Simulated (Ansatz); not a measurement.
```yaml
crystal:
  periodic: [false, false, false]
  atoms:
    - {symbol: Pd, position_ang: [0.334543, -0.669869, 0.900348]}
    - {symbol: Pd, position_ang: [-1.581604, 0.769164, -0.462832]}
    - {symbol: Pd, position_ang: [1.024717, 1.501457, -0.624160]}
    - {symbol: H, position_ang: [-0.377798, 1.135699, -1.564015]}
    - {symbol: H, position_ang: [0.055155, -1.988264, 1.765458]}
    - {symbol: H, position_ang: [1.674631, 0.049880, -0.134463]}
    - {symbol: H, position_ang: [-1.129645, -0.798067, 0.119684]}
basis:
  gaussian: {orbitals: def2-SVPD}
hamiltonian: {xc: {name: LC-wPBE}}
output: {forces: true}
```

```sh
$ ansatz run in.yaml --threads 4 --pin off --events-out ev --progress --plain --max-ram 3916MiB
```

Output, abridged:

```
Functional definition: LC-wPBE
1126 factors; their error is unknown
438 factors; integrals over basis functions are off by at most 2.9e-5 eV
mean field evaluation 1: about -10493.9831 eV, gradient 6.4e1 eV
mean field evaluation 2: about -10486.1560 eV, gradient 1.0e2 eV
mean field evaluation 4: about -10503.7378 eV, gradient 7.6e0 eV
mean field evaluation 8: about -10503.9422 eV, gradient 4.7e-1 eV
mean field evaluation 16: about -10503.9471 eV, gradient 2.3e-2 eV
mean field -10503.94713695 eV, -386.0129374519 hartree, gradient 7.5e-5 eV, S^2 0.000000; 0 other end points of the search recorded, 0 dependent functions left out
reference -10503.94713696 eV, -386.0129374523 hartree; 29, 29 occupied and 105, 105 virtual orbitals, 1126 factors
Total energy: -10503.94713696 eV, -386.0129374523 hartree
Atom 0 at     0.334543    -0.669869     0.900348 Å, force     0.199148    -0.402892    -0.345831 eV/Å
Atom 1 at    -1.581604     0.769164    -0.462832 Å, force     0.446736     0.131896    -0.209625 eV/Å
Atom 2 at     1.024717     1.501457    -0.624160 Å, force     0.451091     0.066503     0.012639 eV/Å
Atom 3 at    -0.377798     1.135699    -1.564015 Å, force     0.138552    -0.468373     0.706328 eV/Å
Atom 4 at     0.055155    -1.988264     1.765458 Å, force    -0.778742     0.504414    -0.322731 eV/Å
Atom 5 at     1.674631     0.049880    -0.134463 Å, force    -1.331573     0.745079    -0.492493 eV/Å
Atom 6 at    -1.129645    -0.798067     0.119684 Å, force     0.874787    -0.576627     0.651714 eV/Å
Dipole moment:     0.163606     0.891001    -0.244831 e Å
```

Hardware: 4 threads of Arm Neoverse V2 on a shared host. Wall time 2.9 s.

In the def2 sets Pd takes a core potential; there is no spin–orbit coupling. LC-ωPBE has ω = 0.4 bohr⁻¹. A triplet lies near this restricted singlet, and broken spin symmetry wasn't tried.
